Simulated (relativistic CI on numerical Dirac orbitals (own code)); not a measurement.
## The spin-orbit constant of Mg V from its measured fine structure

Problem. The ground term ³P of Mg V (2s²2p⁴) has the measured levels J = 0: 2521.8, J = 1: 1783.1, J = 2: 0.0 cm⁻¹ (NIST levels in Kelleher and Podobedova, J. Phys. Chem. Ref. Data 37, 267 (2008)). Test the interval rule and estimate ζ(2p).

Working.
1. In LS coupling E(J) − E(J − 1) = AJ. The intervals give A = -738.7 (J = 1), -891.5 (J = 2) cm⁻¹.
2. These values spread by 18 % of their mean, from second-order spin-orbit mixing with other terms and from spin-spin terms.
3. The whole width divided by the sum of the upper J values gives a mean A = -840.6 cm⁻¹.
4. For the Hund term of a shell that is more than half full, A = −ζ/2S with 2S = 2, so ζ = 1681 cm⁻¹.

Check. The value calculated from Dirac-Coulomb-Breit radial functions of this configuration is ζ = 1637 cm⁻¹, 3 % below the estimate from measurement. The same recipe applied to the calculated levels returns 1665 cm⁻¹, which shows the bias of the recipe itself. Where the interval rule fails, the estimate is only rough.
